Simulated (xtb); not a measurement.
xtb input (GFN1-xTB):

```bash
xtb mol.xyz --gfn 1 --opt tight --chrg 0 --uhf 0
```
mol.xyz:
```
13

Si     0.61935316     0.46212061    -0.57052407
C      1.51416847    -1.11421103    -0.97240502
Cl     1.26329595     1.06153152     1.32309460
N     -1.08618141     0.26701410    -0.62362124
Si    -2.07521077    -0.99552362     0.03929347
H      0.96705326     1.57152350    -1.47993301
H      1.23353817    -1.46902457    -1.96618125
H      2.59239229    -0.94845496    -0.95259491
H      1.28110662    -1.89540442    -0.24805331
H     -1.58565179     1.10407908    -0.89585898
H     -2.82389633    -0.55106991     1.23912306
H     -1.17752912    -2.10960771     0.40975051
H     -3.06277834    -1.46426729    -0.96185291
```

End of the output:

```
      molecular mass/u    :      125.7049001
   center of mass at/Å    :        0.1065432       0.2336034      -0.0921410
  moments of inertia/u·Å² :        0.1239962E+03   0.4230972E+03   0.5012959E+03
rotational constants/cm⁻¹ :        0.1359528E+00   0.3984341E-01   0.3362811E-01
Note: The following floating-point exceptions are signalling: IEEE_UNDERFLOW_FLAG IEEE_DENORMAL
normal termination of xtb

 * 12 selected distances

     #   Z          #   Z                                           value/Å
     1  14 Si       2   6 C                                       1.9036162
     1  14 Si       3  17 Cl                                      2.0174197 (max)
     1  14 Si       4   7 N                                       1.7667061
     4   7 N        5  14 Si                                      1.7404116
     1  14 Si       6   1 H                                       1.4497288
     2   6 C        7   1 H                                       1.0951400
     2   6 C        8   1 H                                       1.0958527
     2   6 C        9   1 H                                       1.0967353
     4   7 N       10   1 H                                       1.0210827 (min)
     5  14 Si      11   1 H                                       1.4515768
     5  14 Si      12   1 H                                       1.4479610
     5  14 Si      13   1 H                                       1.4526790

 * 6 distinct bonds (by element types)

   Z      Z             #   av. dist./Å        max./Å        min./Å
   1 H    6 C           3     1.0959093     1.0967353     1.0951400
   1 H    7 N           1     1.0210827     1.0210827     1.0210827
   1 H   14 Si          4     1.4504864     1.4526790     1.4479610
   6 C   14 Si          1     1.9036162     1.9036162     1.9036162
   7 N   14 Si          2     1.7535588     1.7667061     1.7404116
  14 Si  17 Cl          1     2.0174197     2.0174197     2.0174197

optimized geometry written to: xtbopt.xyz

           -------------------------------------------------
          | TOTAL ENERGY              -17.740873922082 Eh   |
          | GRADIENT NORM               0.000159059634 Eh/α |
          | HOMO-LUMO GAP               6.210740406501 eV   |
           -------------------------------------------------

------------------------------------------------------------------------
------------------------------------------------------------------------
 total:
 SCF:
 ANC optimizer:
```
